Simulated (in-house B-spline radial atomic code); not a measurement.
Ne⁷⁺. Computed with a B-spline radial atomic code. Model: all-electron spherical atom, spin shells full or empty, radial basis limit, no spin-orbit coupling, Breit or QED, empty-state partial waves extrapolated as (l+1/2)^-4, RPA, G0W0 and static COHSEX of the highest shell as one setting changes (uncorrelated shells keep exact exchange).

Empty levels are discrete states of a finite basis, so the steps are uneven.

Given: element Ne; charge 7; filled core He; hamiltonian non-relativistic; mean-field start r2SCAN; highest l of empty states 9; lowest nl shells left uncorrelated 0; highest mean-field shell 2s up; box radius 8.41 bohr.

Shell: 2s 1 0 (electrons up and down).

```tsv
highest empty level kept (hartree)	RPA correlation energy (hartree)	G0W0 level (eV)	G0W0 minus most complete (meV)	COHSEX level (eV)	linearised minus solved G0W0 (meV)
21.33	-0.083473	-240.82	179	-244.26	201.6
42.67	-0.095595	-240.87	133.2	-244.53	202.5
74.67	-0.11443	-240.91	94.2	-244.7	203.4
128	-0.12946	-240.93	67	-244.78	204.1
213.33	?	?	?	?	?
384	-0.15189	-240.98	22.7	-244.92	205.2
640	-0.1573	-240.99	11.3	-244.95	205.5
1280	?	?	?	?	?
2560	-0.16185	-241	1.4	-244.98	205.8
5333.3	-0.16228	-241	0.4	-244.98	205.8
12800	-0.16241	-241	0	-244.98	205.8
42667	-0.16242	-241	0	-244.98	205.8
```

Question: What follows for highest empty level kept = 213.33?

Answer: RPA correlation energy -0.14262 hartree; G0W0 level -240.96 eV; G0W0 minus most complete 42 meV; COHSEX level -244.86 eV; linearised minus solved G0W0 204.7 meV.

Question: What follows for highest empty level kept = 1280?

Answer: RPA correlation energy -0.1608 hartree; G0W0 level -241 eV; G0W0 minus most complete 3.7 meV; COHSEX level -244.97 eV; linearised minus solved G0W0 205.7 meV.
